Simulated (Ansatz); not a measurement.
Consider the redistribution: `[CH3][Zr]([OH])([OH])[OH]` + `[F][Ga]([F])[Br]` → `[OH][Zr]([OH])([OH])[Br]` + `[CH3][Ga]([F])[F]`.

Program: Ansatz. Geometries: PBE0-D4/def2-TZVP. ΔE: electronic, gas phase. CBS: MP2 limit from def2 TZ/QZ plus the TZ coupled-cluster correction, frozen cores. DFT in def2-TZVPP. B3LYP here is the variant with VWN-RPA as its local correlation; programs differ in this. HSE06 is defined as in plane-wave codes. def2 core potentials past Kr. For Br, Ga, Zr outer-core shells are correlated without core-valence functions, which leaves a few kJ/mol of doubt a bond. Scalar relativity is left out up to krypton. Each species was taken in one conformer, which may not be the lowest.

```csv
level,ΔE (kJ/mol),difference from CCSD(T)/CBS
PBE-D4,-110.2,3.3
B97M-V,-109.0,4.5
B3LYP-D4,-111.7,1.8
r2SCAN0-D4,-112.4,1.1
HSE06-D4,-111.1,2.4
BLYP,-110.5,3.0
r2SCAN,-112.4,1.1
PBE0,-111.6,1.9
r2SCAN0,-112.6,0.9
BHLYP,-112.7,0.8
LC-ωPBE,-115.1,-1.6
HF/def2-SVP,-113.2,0.3
MP2/def2-TZVPP,-114.7,-1.2
HF/def2-QZVPP,-109.4,4.1
MP2/def2-QZVPP,-116.5,-3.0
HF/CBS(def2),-109.4,4.1
CCSD(T)/CBS,-113.5,0
```

Largest T1 diagnostic among the species: 0.016.

Leaving LDA and LC-ωPBE aside and taking each functional with its dispersion term where it has one, the values, not all of them listed here, spread over 6.0 kJ/mol, from CAM-B3LYP-D4 to revPBE-D4. LDA lies −6.4 kJ/mol from PBE without D4. At CCSD(T), def2-SVP lies +4.9 kJ/mol from the extrapolated value and def2-TZVPP +3.5 kJ/mol.
